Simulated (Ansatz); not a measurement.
Ga₃H₃S₃Cl₆⁺, that is (Cl2Ga-mu-SH)3 with one electron fewer. Charge 1, multiplicity 2. Geometry PBE-D4/def2-SVP; atoms count from 1.

```xyz
15

Ga   -0.338   -2.012    0.168
Cl   -0.639   -4.094    0.598
Cl   -0.791   -1.758   -2.023
S    -1.460   -0.572    1.623
Ga   -1.711    1.566    0.501
Cl   -2.557    2.830    2.011
Cl   -2.497    1.272   -1.475
S     0.547    2.366    0.198
Ga    1.908    0.747   -0.787
Cl    3.933    1.387   -1.079
Cl    0.964    0.257   -2.769
S     1.856   -1.214    0.560
H    -2.720   -1.022    1.340
H     1.011    2.264    1.480
H     2.497   -2.017   -0.345
```

Single mean-field runs in def2-TZVP are fitted with def2-universal-jkfit.

Problem. Estimate the Mulliken populations from the PBE0/def2-TZVP orbitals of Ansatz.

Solution. 
```csv
atom,charge (e),spin (α − β)
Ga1,0.52,-0.01
Cl2,-0.15,0.04
Cl3,0.01,0.49
S4,-0.21,0.00
Ga5,0.53,0.00
Cl6,-0.18,0.00
Cl7,-0.21,0.00
S8,-0.19,0.00
Ga9,0.51,-0.01
Cl10,-0.16,0.03
Cl11,-0.01,0.47
S12,-0.19,0.00
H13,0.24,0.00
H14,0.23,0.00
H15,0.25,0.00
```
Mulliken values and Mayer orders depend strongly on the basis.

Problem. Where does the spin sit?

Solution. Summed by element: Ga -0.03, Cl 1.03, S 0.00, H 0.00, of 1 unpaired in all. Largest on single atoms: Cl3 0.49, Cl11 0.47, Cl2 0.04.

Problem. And the Mayer bond orders between bonded heavy atoms (over 0.3)?

Solution. Ga1–Cl2 1.19 (2.15 Å); Ga1–Cl3 0.77 (2.25 Å); Ga1–S4 0.80 (2.33 Å); Ga1–S12 0.73 (2.37 Å); S4–Ga5 0.61 (2.43 Å); Ga5–Cl6 1.18 (2.14 Å); Ga5–Cl7 1.15 (2.15 Å); Ga5–S8 0.63 (2.41 Å); S8–Ga9 0.81 (2.33 Å); Ga9–Cl10 1.20 (2.14 Å); Ga9–Cl11 0.78 (2.25 Å); Ga9–S12 0.71 (2.38 Å). Values over 0.3 also appear between atoms too far apart for a bond (Cl3–Cl11 0.44 at 2.77 Å); they arise where an orbital or an unpaired electron spreads over both atoms.
